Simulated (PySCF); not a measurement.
**Vibration and rotation of BeS**

RHF-CCSD(T) constants of BeS, ¹Σ⁺ (singlet), closed shell (basis Be ANO-RCC-VDZP, S ANO-RCC-VDZP; spin-free X2C with a Gaussian nucleus; PySCF 2.14; masses 9.0122 and 31.9721 u):

```
ωe              : 944.2 cm⁻¹
ωexe            : 5.58 cm⁻¹
Be              : 0.74692 cm⁻¹
αe              : 0.00631 cm⁻¹
D (centrifugal) : 1.87e-06 cm⁻¹
De to Be + S    : 2.57 eV
```

(1) Estimate the standard entropy (1 bar) and heat capacity of the ideal gas at 298.15 K, rigid rotor with B0 and harmonic oscillator at the fundamental.

Correlated steps freeze 5 core orbitals. Correlated levels converge slowly with the basis: in double zeta they bind strong bonds too weakly, by up to about 1 eV, and carry superposition errors of some tenths. Where the molecule has an RHF reference, its open-shell atoms are computed with UHF. The CCSD T1 diagnostic is raised, a sign that a single reference may not be enough here.

Results:

(1) Translation (Sackur–Tetrode, M = 40.98 u): 155.2 J/(mol K). Rotation: q = kT/(σB0) = 279 with σ = 1, 55.1. Vibration: x = hcν0/kT = 4.50, 0.51. S° = 210.8 J/(mol K); Cp = 7R/2 + 1.91 = 31.0 J/(mol K).
